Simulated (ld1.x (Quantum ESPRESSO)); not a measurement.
What the settings do to the TM potential of W (Z = 74)

Base potential:

```json
{
 "Element": "W",
 "Generator": "ld1.x (Quantum ESPRESSO) 7.5",
 "Type": "norm-conserving Troullier–Martins (Kleinman–Bylander form)",
 "Functional": "PBE",
 "Relativity": "non-relativistic",
 "Frozen core": "[Kr] 4d10 4f14",
 "Valence charge": "14",
 "Reference configuration": "5s2 5p6 5d4 6s1.5 6p0 (charge +0.5)",
 "Partial waves": "5s (bound): rc 1.65 bohr; 5p (bound): rc 1.35 bohr; 5d (bound): rc 1.80 bohr; 5f channel at 0.1 Ry: rc 1.65 bohr",
 "Local potential": "the f channel",
 "Core correction": "none"
}
```

Occupied shells without a wave of their own: 6s. They enter only through the test configuration that unscreens the potential.

All-electron outer shells of the reference configuration (PBE, non-relativistic, ld1.x):

```csv
shell,level (eV),outermost node (bohr),outermost maximum (bohr)
5s,-68.43,0.58,1.05
4f,-45.30,–,0.42
5p,-44.17,0.59,1.13
5d,-9.14,0.63,1.47
6s,-7.63,1.40,2.88
6p,-3.97,1.59,3.61
```

Cutoffs, loose and tight: the cutoffs (Ry, on a coarse ladder) from which the occupation-weighted sum of valence levels, in a spherical-Bessel basis at the reference potential, stays within 10 and 1 mRy of its value at 400 Ry. They do not see the model core or the augmentation charge, which bear on the density cutoff. Test errors are all-electron minus pseudo excitation energies from the reference, over the configurations 5s2 5p6 5d4 6s2 6p0; 5s2 5p6 5d4 6s1 6p0; 5s2 5p6 5d4 6s0 6p0; 5s2 5p5 5d4 6s2 6p0; 5s2 5p6 5d3 6s0 6p0; 5s2 5p6 5d4 6s1 6p1; 5s2 5p6 5d5 6s0 6p0. A dash means not determined; rows that change the core or the reference have their own tests. The largest error is taken over the tests solved by every variant that gives reliable tests at all: 5s2 5p5 5d4 6s2 6p0; 5s2 5p6 5d3 6s0 6p0; 5s2 5p6 5d4 6s0 6p0; 5s2 5p6 5d4 6s1 6p0; 5s2 5p6 5d4 6s2 6p0; 5s2 5p6 5d5 6s0 6p0.

A true bound ghost makes a file unfit for plane-wave use even where its test errors are small: the radial tests pick states by their node count and pass the ghost by. Where a test does run into it, the solver fails or the error is huge.

```tsv
change	outcome	cutoff, loose	cutoff, tight	bound ghosts	largest test error (meV)
base	generated, misses its reference levels by 0.60 eV	90 Ry	120 Ry	d, s	+1779
wave 5p (bound): rc 1.35 bohr becomes 5p (bound): rc 0.92 bohr	generated, misses its reference levels by 0.60 eV	300 Ry	over 300 Ry	d, s	+1779
wave 5p (bound): rc 1.35 bohr becomes 5p (bound): rc 1.24 bohr	generated, misses its reference levels by 0.60 eV	100 Ry	140 Ry	d, s	+1779
wave 5p (bound): rc 1.35 bohr becomes 5p (bound): rc 1.38 bohr	generated, misses its reference levels by 0.60 eV	90 Ry	120 Ry	d, s	+1779
wave 5p (bound): rc 1.35 bohr becomes 5p (bound): rc 1.68 bohr	generated, misses its reference levels by 0.60 eV	60 Ry	90 Ry	d, s	+1779
wave 5p (bound): rc 1.35 bohr becomes 5p (bound): rc 1.88 bohr	generated, misses its reference levels by 0.60 eV	55 Ry	80 Ry	d, s	+1780
wave 5p (bound): rc 1.35 bohr becomes 5p (bound): rc 1.96 bohr	generated, misses its reference levels by 0.60 eV	55 Ry	80 Ry	d, s	+1780
```

What comes out with this change to the base: wave 5p (bound): rc 1.35 bohr becomes 5p (bound): rc 1.52 bohr?

outcome: generated, misses its reference levels by 0.60 eV; cutoff, loose: 70 Ry; cutoff, tight: 100 Ry; bound ghosts: d, s; largest test error (meV): +1779.

What comes out with this change to the base: wave 5p (bound): rc 1.35 bohr becomes 5p (bound): rc 1.04 bohr?

outcome: generated, misses its reference levels by 0.60 eV; cutoff, loose: 160 Ry; cutoff, tight: 300 Ry; bound ghosts: d, s; largest test error (meV): +1779.

Reading the sweep of the p radius (base included, trends over the rows without a ghost): Bound ghosts are found at 0.92, 1.04, 1.24, 1.35, 1.38, 1.52, 1.68, 1.88, 1.96 bohr. Every judged row has one, so this setting neither creates nor removes them.
